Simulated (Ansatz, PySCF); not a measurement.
C2H7NOSi2, SMILES [SiH2]1[Si@](N)(C=C1)O. Atoms are numbered in the order given.

```xyz
13

N      1.5094     1.5243    -0.4970
Si     0.6740     0.1253     0.0330
O      1.8205    -0.6753     0.9532
C     -0.2302    -1.0263    -1.1751
C     -1.5382    -0.9250    -0.8182
Si    -1.6001     0.3047     0.6309
H      1.0408     2.3502    -0.8480
H      2.5076     1.5202    -0.6775
H      1.6378    -1.6083     1.1145
H      0.1112    -1.6645    -2.0031
H     -2.3419    -1.4735    -1.3283
H     -2.3787     1.5529     0.3482
H     -2.1311    -0.2576     1.9126
```

The structure is a stationary point at B3LYP-D3(BJ)/def2-SVP. The structure was generated by enumeration; whether it is a known compound was not checked. The values are those of a single conformer.

Vertical ionisation energy (IE) and electron affinity (EA) in eV. Rows of orbital energies are one-electron estimates. Where ΔSCF, EOM or ADC give a negative EA the extra electron is unbound and the value depends on the basis.

| level | IE | EA |
|---|---|---|
| −ε(HOMO), −ε(LUMO), PBE0/def2-TZVP (PySCF) | 6.90 | 0.68 |
| −ε(HOMO), −ε(LUMO), PBE/def2-TZVP (PySCF) | 5.68 | 1.67 |
| ΔSCF, PBE0/def2-SVPD (Ansatz), final states of multiplicity 2 and 2 | 8.78 | -0.92 |
| ΔSCF, PBE/def2-SVPD (Ansatz), final states of multiplicity 2 and 2 | 8.45 | -0.77 |

What vertical singlet–triplet gap does ΔSCF give with PBE0/def2-SVPD (Ansatz, a quantum-chemistry and plane-wave program) and with PBE/def2-SVPD (Ansatz)? (An estimate is asked for; the answer gives what the named calculation found.)

4.10 and 4.11 eV (triplet above singlet where positive).
